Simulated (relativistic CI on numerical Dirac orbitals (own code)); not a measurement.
d5 in a ligand field

Computed with a parametric ligand-field model of a d^n configuration (Racah B and C, spin-orbit zeta, crystal field), exact diagonalisation.

Field parameters in Wybourne normalisation: D3d B²₀ = −7Dσ, B⁴₀ = −14Dq − 21Dτ, B⁴₃ = −14√(10/7) Dq; D4h B²₀ = −7Ds, B⁴₀ = 21(Dq − Dt), B⁴₄ = 21√(5/14) Dq; Oh B⁴₀ = 21Dq, B⁴₄ = √(5/14) B⁴₀. The field is a parameter set, without covalency.

Question: Ground term and bands for B = 1010, C = 4050, ζ = 0 cm⁻¹, Oh, 10Dq = 7550 cm⁻¹?

Answer: Ground term 6A1 with 2.00 electrons in the two orbitals of the cubic e set. Spin-allowed: none. Lowest spin-forbidden: 4T1 25363 cm⁻¹ (394 nm), 4T2 28973 cm⁻¹ (345 nm), 4A1+E 30350 cm⁻¹ (329 nm). A high-spin d5 ion has no spin-allowed d-d band, hence its pale colour.

Question: Ground term and bands for B = 950, C = 3700, ζ = 0 cm⁻¹, D3d, 10Dq = 22450, Dσ = 830, Dτ = 200 cm⁻¹?

Answer: Ground term 6A1 with 2.00 electrons in the two orbitals of the cubic e set. Spin-allowed: none. Lowest spin-forbidden: 2E 757 cm⁻¹, 2A1 3760 cm⁻¹ (2660 nm), 4E 6788 cm⁻¹ (1473 nm). A high-spin d5 ion has no spin-allowed d-d band, hence its pale colour.

Question: Ground term and bands for B = 1040, C = 4090, ζ = 0 cm⁻¹, D4h, 10Dq = 12950, Ds = 3000, Dt = 60 cm⁻¹?

Answer: Ground term 6A1 with 2.00 electrons in the two orbitals of the cubic e set. Spin-allowed: none. Lowest spin-forbidden: 4E 16947 cm⁻¹ (590 nm), 4A2 20848 cm⁻¹ (480 nm), 2B2 21882 cm⁻¹ (457 nm). A high-spin d5 ion has no spin-allowed d-d band, hence its pale colour.

Question: Ground term and bands for B = 580, C = 2060, ζ = 0 cm⁻¹, Oh, 10Dq = 5000 cm⁻¹?

Answer: Ground term 6A1 with 2.00 electrons in the two orbitals of the cubic e set. Spin-allowed: none. Lowest spin-forbidden: 4T1 12446 cm⁻¹ (803 nm), 4T2 14968 cm⁻¹ (668 nm), 4A1+E 16100 cm⁻¹ (621 nm). A high-spin d5 ion has no spin-allowed d-d band, hence its pale colour.

Question: Ground term and bands for B = 420, C = 1870, ζ = 0 cm⁻¹, Oh, 10Dq = 8500 cm⁻¹?

Answer: Ground term 6A1 with 2.00 electrons in the two orbitals of the cubic e set. Spin-allowed: none. Lowest spin-forbidden: 2T2 6397 cm⁻¹ (1563 nm), 4T1 6542 cm⁻¹ (1528 nm), 4T2 9301 cm⁻¹ (1075 nm). A high-spin d5 ion has no spin-allowed d-d band, hence its pale colour.
